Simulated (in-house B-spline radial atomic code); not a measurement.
The numbers below are computed, except where a source is named.
## Two electrons in InAs: a spherical dot of radius 19.7 nm with hard walls with a doubly ionised double donor at its centre

For InAs the NSM archive of the Ioffe Institute lists m* = 0.023 m0 and ε = 15.15. Real donors also feel a central-cell potential, which shifts the ground state; some double donors stay shallow and helium-like, others are deep centres that this model can't describe. In so narrow a gap the band flattens within tens of meV, so real spacings are smaller, by up to some tenths.

Effective-mass model with parabolic bands, a uniform dielectric constant, no image charges, no central-cell or spin-orbit terms. Two-electron levels come from full CI in B-splines with partial waves to l = 5 (up to 0.001 effective hartree above the limit).

**Question.** What are the effective units, and what is the potential in them?

**Answer.** Ha* = 27211.386 meV × 0.023/15.15² = 2.727 meV and a* = 0.0529177 nm × 15.15/0.023 = 34.86 nm. The radius is R = 0.565 a*, with −2/r added.

In these units the lowest s and p orbitals lie at 6.3292 and 24.9869, and their Coulomb and exchange integrals are J_ss = 3.4155, J_sp = 2.9693 and K_sp = 0.6206. Full CI gives 16.0034 for the ground singlet, 33.6496 for the sp triplet, 34.8375 for the sp singlet and 59.6227 for the lowest triplet of two s orbitals.

**Question.** What does it cost to add the second electron, to first order and exactly?

**Answer.** To first order E = 2ε_s + J_ss = 16.0739, so the charging energy E(2) − 2E(1) is J_ss = 9.313 meV. CI gives 16.0034 − 2 × (6.3292) = 3.3450, or 9.121 meV: relaxation and correlation lower it by 0.1923 meV, 2.1 % of J_ss. The s² configuration of one-electron orbitals holds 99.9 % of the state, and the mean radius is 9.25 nm.

**Question.** How far above the singlet do the triplets lie?

**Answer.** To first order the sp triplet lies at ε_s + ε_p + J_sp − K_sp = 33.6648, which is 47.97 meV above 2ε_s + J_ss. CI gives 33.6496 − (16.0034) = 17.6462, or 48.12 meV, 95 % of the orbital spacing of 50.88 meV. The ss triplet lies 118.9 meV up, so the lower of the two is the sp one, and its gap equals k_BT at 558 K. The sp singlet-triplet splitting is 3.239 meV, against 2K_sp = 3.384 meV.
